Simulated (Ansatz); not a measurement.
Si2NH8Cl3O, singlet: a relaxation.

Input (in.yaml):

```yaml
crystal:
  periodic: [false, false, false]
  atoms:
    - {symbol: Si, position_ang: [-0.998900, 0.535246, -0.408929]}
    - {symbol: Si, position_ang: [0.305587, -1.749620, -0.449059]}
    - {symbol: Cl, position_ang: [-1.764372, 1.745903, 1.115226]}
    - {symbol: Cl, position_ang: [-1.517133, 1.189350, -2.308203]}
    - {symbol: Cl, position_ang: [-2.560945, -0.923944, -0.261838]}
    - {symbol: H, position_ang: [1.032571, 0.858787, 1.066843]}
    - {symbol: N, position_ang: [0.627180, 1.371837, -0.322645]}
    - {symbol: H, position_ang: [0.331379, -0.565143, 0.909356]}
    - {symbol: O, position_ang: [0.994748, 0.105950, 1.812930]}
    - {symbol: H, position_ang: [1.796263, -1.844686, -0.429986]}
    - {symbol: H, position_ang: [-0.307363, -2.947495, 0.163162]}
    - {symbol: H, position_ang: [-0.081829, -1.609732, -1.879888]}
    - {symbol: H, position_ang: [0.510639, 2.373984, -0.443684]}
    - {symbol: H, position_ang: [1.265952, 1.056630, -1.047371]}
    - {symbol: H, position_ang: [0.366222, 0.402933, 2.483987]}
basis:
  gaussian: {orbitals: def2-SVP}
hamiltonian: {xc: pbe, dispersion: d4}
relax: {f_tol: 0.01, max_steps: 60, escape_saddle: true}
```

Command:

```bash
ansatz run in.yaml --threads 4 --pin off --events-out ev --progress --plain --max-ram 66560MiB --backend cuda --devices 0, --max-vram 37GiB
```

Output of Ansatz 0.2.0:

```
Error: invalid value for `relax.escape_saddle`: a Gaussian basis doesn't support `true`; leave it out, and run phonons on the result
```

The run took 0.05 s on 4 CPU threads of an AMD EPYC 7R13 and a share of one NVIDIA H100 (shared host), with 0.96 GiB of host memory at its peak.


The program refused the input.